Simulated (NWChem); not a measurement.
# C4H4O2; SMILES Oc1ccoc1

```xyz
10

O     -0.1133    -2.0660     0.0000
C     -0.0317    -0.7208     0.0000
C      1.1426     0.0992     0.0000
C      0.6863     1.3853     0.0000
O     -0.6518     1.4154     0.0000
C     -1.0982     0.1354     0.0000
H      0.7748    -2.4340     0.0000
H      2.1817    -0.2257     0.0000
H      1.1945     2.3465     0.0000
H     -2.1719    -0.0213     0.0000
```
Atoms are numbered in this order, from 1.

Results from NWChem. Pople sets run with spherical d functions. The geometry was optimised at PBE0/def2-SVP. Level: PBE/6-31G* with SMD (1 M gas to 1 M solution), gas-phase geometry.

```csv
solvent,dielectric constant,solvation free energy (kcal/mol),cavity-dispersion-structure term (kcal/mol),dipole in solution (D)
water,78.4,-4.5,4.8,2.69
n-hexane,1.88,-4.0,-1.5,2.13
diethyl ether,4.24,-5.8,-1.5,2.29
anisole,4.22,-5.2,-1.0,2.28
```
